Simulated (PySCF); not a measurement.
C₃H₇O₂, SMILES [CH2]C(CO)O, multiplicity 2.

Geometry optimised at B3LYP-D3(BJ)/def2-SVP. The isomer is the one that the SMILES or the coordinates give; other isomers of the formula were not compared. The values are those of a single conformer.

These are TDA-CAM-B3LYP/def2-SVPD in PySCF 2.14.0 values and carry that method's errors.

Vertical excitations. Isolated molecule, no solvent.

```tsv
state	energy (eV)	λ (nm)	f	main pairs
root 1	5.26	236	0.002	β HOMO→LUMO 90 %
root 2	5.72	217	0.017	α HOMO→LUMO 80 %
root 3	6.11	203	0.012	β HOMO−1→LUMO 82 %
root 4	6.41	193	0.021	α HOMO→LUMO+2 46 %, α HOMO→LUMO+1 19 %, α HOMO→LUMO 10 %
root 5	6.55	189	0.006	α HOMO→LUMO+2 6 %, β HOMO−3→LUMO 48 %, β HOMO−2→LUMO 22 %, β HOMO−5→LUMO 9 %
root 6	6.73	184	0.013	α HOMO→LUMO+1 55 %, α HOMO→LUMO+2 26 %
root 7	6.78	183	0.002	β HOMO−4→LUMO 44 %, β HOMO−5→LUMO 12 %, β HOMO−2→LUMO 11 %
root 8	6.94	179	0.000	α HOMO−1→LUMO 33 %, β HOMO→LUMO+1 28 %, β HOMO−1→LUMO+1 6 %
root 9	7.15	173	0.002	α HOMO−1→LUMO 38 %, β HOMO→LUMO+1 37 %, β HOMO−1→LUMO+1 8 %
root 10	7.28	170	0.002	α HOMO→LUMO+3 36 %, α HOMO→LUMO+4 26 %, α HOMO→LUMO+5 14 %, α HOMO→LUMO+7 6 %
```
Unrestricted roots are not spin-pure.
